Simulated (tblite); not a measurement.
C$_{2}$H$_{3}$O (SMILES C=C=[OH+]), charge +1, singlet, at a GFN2-xTB geometry; GFN1-xTB in tblite.

tblite was given this input:
```
$ tblite run mol.xyz --method gfn1 --charge 1 --spin 0 --efield 0,0,0.1 --json tblite.json --no-restart

# file mol.xyz
6

C     -0.01166182    -0.08945283    -1.26513497
C     -0.00757544    -0.00008331    -0.00740794
H      0.04865840     0.76815996    -1.92812251
H     -0.05703832    -1.03326988    -1.79977604
O      0.10024135     0.07934483     1.19620992
H     -0.67812734     0.16756814     1.79347667
```

**Question.** What does tblite print? Leave out banner, timings and long lists.

**Answer.** 
```
xTB calculator
 | screened Coulomb repulsion
 | Coulomb electrostatics
 |  * isotropic Klopman-Ohno-Mataga-Nishimoto electrostatics
 |  * onsite third-order electrostatics
 | DFT-D3(BJ) dispersion correction
 | Interactions (1)
 | [1] electric field

halogen bonding energy    0.0000000000000E+00 Eh
repulsion energy          1.6176323505355E-01 Eh
dispersion energy        -1.0182116126786E-03 Eh
interaction energy        0.0000000000000E+00 Eh
number of electrons       1.6000000000000E+01 e
integral cutoff           1.9731147476801E+01 bohr

------------------------------------------------------------
  cycle        total energy    energy error   density error
------------------------------------------------------------
      1     -9.829671316427  -9.9904163E+00   4.3626587E-01
      2     -9.943243830628  -1.1357251E-01   2.2656935E-01
      3     -9.947201434750  -3.9576041E-03   1.3032361E-01
      4     -9.960220924696  -1.3019490E-02   2.7618216E-02
      5     -9.961104013599  -8.8308890E-04   4.7011038E-03
      6     -9.961123209790  -1.9196191E-05   6.5562586E-04
      7     -9.961123568519  -3.5872899E-07   2.4664227E-04
      8     -9.961123727800  -1.5928128E-07   3.3694030E-05
      9     -9.961123729792  -1.9912640E-09   3.1139754E-05
     10     -9.961123732097  -2.3058693E-09   2.6862351E-07
------------------------------------------------------------

electronic energy        -1.0121868755538E+01 Eh
total energy             -9.9611237320975E+00 Eh

Post processing:
 | Mayer-Wiberg bond orders

[Info] JSON dump of results written to 'tblite.json'
```
